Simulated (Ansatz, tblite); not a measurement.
Removing and adding an electron: mer-CoF3(H2O)3 (CoO₃F₃H₆). Charge 0, multiplicity 1. Geometry: r2SCAN-D4/def2-SVP. Ansatz, gas phase; energy differences of separate SCF runs; the oxidised species was run as a doublet alone; the reduced species was run as a doublet alone.

```xyz
13

Co   -0.032   -0.172    0.065
F     0.746   -0.424    1.671
F    -0.710    0.296   -1.593
F    -1.297   -1.382    0.398
O     1.300    1.172   -0.458
H     1.222    1.955    0.109
H     0.813    1.364   -1.292
O     1.099   -1.658   -0.385
H     0.384   -2.327   -0.347
H     1.427   -1.628    0.553
O    -1.347    1.150    0.589
H    -1.939    0.517    1.045
H    -1.665    1.138   -0.352
```

The xTB rows come from tblite. HOMO above LUMO, or a gap near zero within one spin, warns that the state may not be the lowest or that an electron is smeared out. The order of the spin states hangs on the level: the quintet lies 0.40 eV below the singlet at PBE0-D4/def2-TZVP, but 0.14 eV above it at PBE-D4/def2-TZVP.

```tsv
level	−HOMO (eV)	vertical IE (eV)	−LUMO (eV)	vertical EA (eV)	HOMO–LUMO gap (eV)	IE − EA (eV)	remarks
GFN1-xTB	11.77	15.49	9.97	6.21	1.80	9.28	–
GFN2-xTB	10.03	13.65	8.34	4.75	1.69	8.90	–
PBE-D4/def2-TZVP	5.38	9.05	3.99	–	1.39	–	–
PBE-D4/def2-TZVPD	5.50	–	4.10	0.80	1.40	–	HOMO above zero (-1 doublet), gap within one spin near zero (-1 doublet)
r2SCAN-D4/def2-TZVP	6.17	9.48	3.89	–	2.28	–	–
PBE0-D4/def2-TZVP	8.53	10.21	2.80	–	5.73	–	–
PBE0-D4/def2-TZVPD	8.59	–	2.86	1.36	5.74	–	HOMO above zero (-1 doublet), spin-contaminated (⟨S²⟩ 1.05) (-1 doublet)
```

Relaxing the oxidised species (r2SCAN-D4/def2-SVP) changes its energy by -0.59 eV at PBE-D4/def2-TZVP, so the adiabatic ionisation energy to this nearest minimum is 8.46 eV. At PBE0-D4/def2-TZVP it is 9.28 eV.  Run but left out: r2SCAN-D4/def2-TZVPD (charge -1 doublet: ⟨S²⟩ 1.10, where a pure state has 0.75).   A HOMO above zero means that the electron is unbound at that level or that self-interaction error raises the level; the energy of removing that electron tells which. Raw xTB energy differences between charge states are shifted by several eV; the methods need an empirical correction for them.
